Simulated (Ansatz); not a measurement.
System: C₆H₁₁ (charge 0, doublet). It need not be the lowest isomer of its formula. 
Structure (B3LYP-D3(BJ)/def2-TZVP (Ansatz, a first-principles code) minimum search):
```xyz
17

C      2.4702     0.4553     0.0245
C      1.3659    -0.4571     0.5849
C      0.0581     0.2463     0.7196
C     -1.0702     0.0516    -0.0726
C     -1.0569    -0.9847    -1.1743
C     -2.2144     0.7963     0.1331
H      3.4246    -0.0728    -0.0268
H      2.6046     1.3366     0.6547
H      2.2149     0.8007    -0.9788
H      1.6849    -0.8200     1.5688
H      1.2687    -1.3374    -0.0522
H      0.0002     1.0136     1.4862
H     -0.9076    -1.9895    -0.7731
H     -0.2519    -0.7983    -1.8880
H     -1.9984    -0.9796    -1.7217
H     -2.2588     1.5441     0.9141
H     -3.0976     0.6563    -0.4745
```
Charge 0, spin multiplicity 2.

Dipole moments at this geometry, in debye (magnitudes).

| level | program | dipole (D) |
|---|---|---|
| SVWN5/def2-TZVPD | Ansatz | 0.77 |
| BLYP/def2-TZVPD | Ansatz | 0.69 |
| r2SCAN/def2-TZVPD | Ansatz | 0.65 |
| B3LYP/def2-TZVPD | Ansatz | 0.66 |
| BHLYP/def2-TZVPD | Ansatz | 0.60 |
| CAM-B3LYP/def2-TZVPD | Ansatz | 0.64 |
| wB97M-V/def2-TZVPD | Ansatz | 0.65 |
| wB97X-V/def2-TZVPD | Ansatz | 0.64 |
| CCSD(T)/aug-cc-pVDZ | Ansatz | 0.59 |
